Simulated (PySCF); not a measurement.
Cost against size for one kind of job: PySCF 2.14.0, PBE0-D3(BJ)/def2-SVP geometry optimisation, gas phase; work: geometry optimisation from a GFN2-xTB start shaken at random. Hardware: Arm Neoverse V2, one thread, no GPU, shared host. The host was shared with other jobs, so the times are rough. Peak memory is the resident size of the whole Python process, interpreter and libraries included.

| species (SMILES) | atoms | electrons | basis functions | SCF cycles | gradient evaluations | wall time | peak memory |
| --- | --- | --- | --- | --- | --- | --- | --- |
| CN[SiH2]C | 13 | 42 | 105 | 62 | 10 | 35 s | 0.43 GiB |
| C#[C][AlH2-][AsH3+] | 10 | 64 | 108 | 71 | 11 | 40 s | 0.44 GiB |
| N[Si@H](O)[Se][SiH3] | 12 | 84 | 131 | 124 | 19 | ? | ? |
| [SiH3]O[SiH2][SiH2]P | 14 | 74 | 131 | 81 | 13 | 81 s | 0.54 GiB |
| C#[C][GeH2][C](F)=C(F)F | 11 | 86 | 145 | 89 | 12 | 1.9 min | 0.58 GiB |
| CC[C@@H](C)[P@H](=O)CC | 23 | 74 | 191 | 58 | 9 | 2.5 min | 0.81 GiB |
| CCC1C[CH2][GeH2][CH2]C1 | 24 | 90 | 210 | 40 | 7 | 2.9 min | 1.3 GiB |

Estimate the withheld figures.

`N[Si@H](O)[Se][SiH3]`: 2.1 min, 0.55 GiB.

With all rows, how does the wall time grow with the number of basis functions N?

A straight line through log(time) against log(N) has slope 2.1 between N = 105 and 210, and the rows scatter about it by a factor of about 1.4 (standard error of the fit). This is a fit to these rows, whose iteration counts differ, not the method's formal scaling.

Which species took longest, and how many times the shortest run?

`CCC1C[CH2][GeH2][CH2]C1`, at 2.9 min: about 5 times the shortest (35 s).
